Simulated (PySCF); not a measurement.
## How methods differ on the excitation energy of Si²⁺

Si²⁺ [Ne] 3s2 (1S) → Si²⁺ [Ne] 3p2 (3P), as a difference of total energies. All numbers are calculated (PySCF 2.14, scalar relativity by spin-free X2C-1e, in x2c-QZVPPall (9s6p4d2f1g, 70 functions)). Correlated levels: valence and next inner shell: 1s2 frozen. The calculations carry no spin-orbit coupling.

```
                                method  excitation energy (eV)
                                   UHF                  15.047
    MP2 (valence and next inner shell)                  15.990
SCS-MP2 (valence and next inner shell)                  16.248
   CCSD (valence and next inner shell)                  16.120
CCSD(T) (valence and next inner shell)                  16.152
```

**Question.** How much does correlation contribute at CCSD(T) (valence and next inner shell)?

**Answer.** 16.152 − (15.047) = 1.105 eV, measured against UHF.

A first-order spin-orbit estimate (lowest level to lowest level, LS coupling) adds -0.027 eV.

The basis was made for the ground configuration and has no added diffuse functions, so the excitation energy can come out too high.
